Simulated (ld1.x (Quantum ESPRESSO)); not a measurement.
C (Z = 6): PAW pseudisation with LDA (PZ), scalar-relativistic reference atom.

| Item | Value |
| --- | --- |
| Element | carbon (C) |
| Generator | ld1.x (Quantum ESPRESSO) 7.5 |
| Type | PAW |
| Functional | LDA (PZ) |
| Relativity | scalar-relativistic |
| Frozen core | [He] |
| Valence charge | 4 |
| Reference configuration | 2s2 2p2 |
| Partial waves | 2s (bound): rcut 1.35, rcutus 1.50 bohr; 2s channel at 1.35 Ry: rcut 1.35, rcutus 1.50 bohr; 2p (bound): rcut 1.80, rcutus 2.35 bohr; 2p channel at 1.5 Ry: rcut 1.80, rcutus 2.35 bohr |
| Local potential | all-electron potential smoothed inside 1.80 bohr (lloc = -1) |
| Core correction | Bessel-smoothed model core inside 1.52 bohr |
| Augmentation charge | BESSEL, radius 1.10 bohr |

All-electron outer shells of the reference configuration (LDA (PZ), scalar-relativistic, ld1.x):

```
shell  level (eV)  outermost node (bohr)  outermost maximum (bohr)
   1s     -270.81                      –                      0.18
   2s      -13.64                   0.38                      1.22
   2p       -5.42                      –                      1.19
```

Calculated quality:

```json
{
 "Cutoffs needed": "12 Ry and 18 Ry (the cutoffs (Ry, on a coarse ladder) from which the occupation-weighted sum of valence levels, in a spherical-Bessel basis at the reference potential, stays within 10 and 1 mRy of its value at 400 Ry)",
 "Ghost test": "no extra level below or beside the all-electron valence levels (s, p, d, f tested) (spherical-Bessel basis up to 400 Ry, 20 bohr box)",
 "Configuration tests": "test run stopped at test 8 of 9 (negative rho)",
 "Lowest eigenvalue of the overlap operator": "0.28 (p channel)"
}
```

Generation and tests took about 1.2 s on one core of a shared server CPU.
